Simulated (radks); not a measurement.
Values are calculated unless marked as measured or tabulated.
Spherical quantum dot in the effective-mass picture: electrons in a parabolic well V = omega^2 r^2 / 2 with omega = 0.96, all in effective atomic units (hartree* = m*/eps^2 hartree, bohr* = eps/m* bohr), one dielectric constant everywhere. Level of theory: non-relativistic Kohn-Sham, LDA (Slater exchange, Perdew-Wang correlation), spin-polarised, spherical densities (a radial shooting solver with Libxc functionals). Levels are named by radial order and angular momentum (1s, 1p, 1d, 2s, ...), and open shells are averaged over m. Results are scaled to m* = 0.084 and eps = 4.8, for which hartree* = 99.21 meV and bohr* = 3.024 nm.

N = 3, configuration 1s2 1p(up 1, down 0). This is the lowest configuration that the search found. Occupied and some empty levels:

| level | occupation | eigenvalue (meV) | <r> (nm) |
|---|---|---|---|
| 1s up | 1 | 291.92 | 3.885 |
| 1s down | 1 | 297.74 | 3.868 |
| 1p up | 1 | 369.13 | 4.994 |
| 1p down | 0 | 375.51 | 5.005 |
| 1d up | 0 | 451.90 | 5.864 |
| 1d down | 0 | 457.88 | 5.891 |
| 2s up | 0 | 461.35 | 5.394 |
| 2s down | 0 | 465.55 | 5.421 |
| 1f up | 0 | 538.17 | 6.612 |
| 1f down | 0 | 543.36 | 6.645 |

Energy (meV): total 707.749, kinetic 220.56, external 312.20, Hartree 284.92, exchange-correlation -109.93.
